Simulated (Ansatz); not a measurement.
Gas-phase electronic energies from Ansatz, PBE0-D4/def2-TZVP geometries. CBS: MP2 limit from def2 TZ/QZ plus the TZ coupled-cluster correction, frozen cores. Functionals use def2-TZVPP. For Ge outer-core shells are correlated without core-valence functions, which leaves a few kJ/mol of doubt a bond. Scalar relativity is left out up to krypton. One conformer a species, not always the lowest.

Reaction (isomerisation): `CO[C]1=[CH][GeH2]1` → `C=[C]([GeH3])C=O`

Task: Is it downhill or uphill in electronic energy at CCSD(T)/CBS, and by how much? (An estimate is asked.)

Result: Computed: Downhill: ΔE = -166.8 kJ/mol.

Task: What do these levels give: PBE0-D4, ωB97X-V, ωB97M-V, PBE, r2SCAN, HF/def2-TZVPP, SCS-MP2/def2-TZVPP, CCSD/def2-TZVPP, CCSD(T)/def2-TZVPP, HF/def2-QZVPP, SCS-MP2/def2-QZVPP, MP2/CBS(def2)? (Best estimate.)

Result: Computed: PBE0-D4 -155.7, ωB97X-V -166.6, ωB97M-V -166.7, PBE -152.9, r2SCAN -160.6, HF/def2-TZVPP -200.6, SCS-MP2/def2-TZVPP -174.3, CCSD/def2-TZVPP -176.2, CCSD(T)/def2-TZVPP -173.3, HF/def2-QZVPP -199.8, SCS-MP2/def2-QZVPP -170.9, MP2/CBS(def2) -159.4 kJ/mol.

Largest T1 diagnostic among the species: 0.014.

In def2-TZVPP, CCSD(T) changes the Hartree–Fock value by +27.3 kJ/mol (the triples alone add +2.9 kJ/mol) and MP2 by +34.6 kJ/mol.
